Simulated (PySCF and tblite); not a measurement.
Results of a calculation; reference values are marked as such.
2 E/Z isomers of C4H5F3, numbered alike:

```tsv
isomer	SMILES	descriptors
A	[F:1][CH2:2]/[CH:3]=[CH:4]/[CH:5]([F:6])[F:7]	3=4 E
B	[F:1][CH2:2]/[CH:3]=[CH:4]\[CH:5]([F:6])[F:7]	3=4 Z
```

Protocol: conformer search, at most 6 conformers an isomer, GFN2-xTB geometries, energies CAM-B3LYP/pcSseg-1 (IEF-PCM, benzene) (D3(BJ) added where defined), weights at 298.15 K with GFN2-xTB thermal terms. Programs: PySCF with density fitting and tblite.

Equilibrium rotational constants and dipole components of each isomer's leading conformer, in random order:

```tsv
set	A (MHz)	B (MHz)	C (MHz)	abs μa	abs μb	abs μc (D)
P	6304	1194	1053	1.48	1.57	0.83
Q	4425	1506	1414	3.71	2.10	0.00
```

(1) Match sets and isomers.

The whole study took 7.1 min on 1 thread of Arm Neoverse V1 (shared host) (rough), peak memory 0.97 GiB, launched as `OMP_NUM_THREADS=1 python ens_run.py task.json out`.

Results:

(1) P is A (C1), Q is B (Cs).
